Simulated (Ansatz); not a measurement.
Ansatz (a first-principles code) input (CCSD(T)/def2-TZVPPD):
A basis named .json is the Basis Set Exchange file of that set.

Ansatz 0.2 input:
```yaml
crystal:
  periodic: [false, false, false]
  atoms:
    - {symbol: Zr, position_ang: [0.16914683, -0.11984310, 0.24852406]}
    - {symbol: O, position_ang: [0.97253443, -0.02875782, -1.29127889]}
    - {symbol: F, position_ang: [-1.61623875, 0.55819851, 0.04325205]}
basis:
  gaussian:
    orbitals: def2-TZVPPD.json
total_charge: -1
magnetization: {spin_polarized: false}
correlation: {method: ccsd_t, electrons: outside_noble_gas}
```

Output:

```
Functional definition: HF
integrals: 0.26 GiB planned
886 factors; integrals over basis functions are off by at most 8.1e-4 eV
mean field: 0.36 GiB planned
mean field evaluation 1: about -6010.2963 eV, gradient 3.9e1 eV
mean field evaluation 2: about -6010.3068 eV, gradient 3.9e1 eV
mean field evaluation 4: about -6014.1213 eV, gradient 2.8e0 eV
mean field evaluation 8: about -6014.1833 eV, gradient 1.4e-1 eV
mean field evaluation 16: about -6008.4989 eV, gradient 5.5e1 eV
mean field evaluation 32: about -6012.7429 eV, gradient 1.2e1 eV
mean field evaluation 64: about -6011.5115 eV, gradient 5.4e-4 eV
mean field evaluation 96: about -6007.9403 eV, gradient 4.6e0 eV
mean field evaluation 128: about -5994.2653 eV, gradient 9.3e1 eV
mean field evaluation 160: about -6011.5115 eV, gradient 5.4e-4 eV
mean field -6014.18370177 eV, -221.0171744800 hartree, gradient 4.1e-6 eV, S^2 0.000000; 3 other end points of the search recorded, 0 dependent functions left out; unrestricted orbitals would lower it
determinant -6014.18370177 eV, -221.0171744800 hartree, with singles and doubles -6031.22538774 eV, -221.6434448881 hartree
determinant -6011.51152547 eV, -220.9189738122 hartree, with singles and doubles -6028.21654650 eV, -221.5328720120 hartree
determinant -6011.14382059 eV, -220.9054609070 hartree, with singles and doubles -6028.23977644 eV, -221.5337256964 hartree
6 core orbitals not correlated
reference -6014.18370177 eV, -221.0171744800 hartree; 9, 9 occupied and 121, 121 virtual orbitals, 886 factors
second order -17.35981155 eV of doubles, -0.00000000 eV of singles
coupled cluster: 0.56 GiB planned
cycle   1  -16.93308851 eV  change    -1.4e0 eV  update   3.7e-2
cycle   2  -16.99265181 eV  change   -6.0e-2 eV  update   1.0e-2
cycle   3  -16.98228080 eV  change    1.0e-2 eV  update   6.5e-3
cycle   4  -16.98801371 eV  change   -5.7e-3 eV  update   3.3e-3
cycle   5  -16.98663892 eV  change    1.4e-3 eV  update   1.8e-3
cycle   6  -16.98814148 eV  change   -1.5e-3 eV  update   9.7e-4
cycle   7  -16.98842001 eV  change   -2.8e-4 eV  update   4.7e-4
cycle   8  -16.98863057 eV  change   -2.1e-4 eV  update   2.0e-4
cycle   9  -16.98864247 eV  change   -1.2e-5 eV  update   9.2e-5
cycle  10  -16.98858306 eV  change    5.9e-5 eV  update   4.4e-5
cycle  11  -16.98858992 eV  change   -6.9e-6 eV  update   1.9e-5
coupled cluster: 0.57 GiB planned
perturbative correction -0.89343623 eV, -0.0328331760 hartree
Total energy: -6032.06572793 eV, -221.6743268203 hartree
```

This state (charge -1, singlet) is run at the relaxed geometry of the species with charge 0 and multiplicity 2.
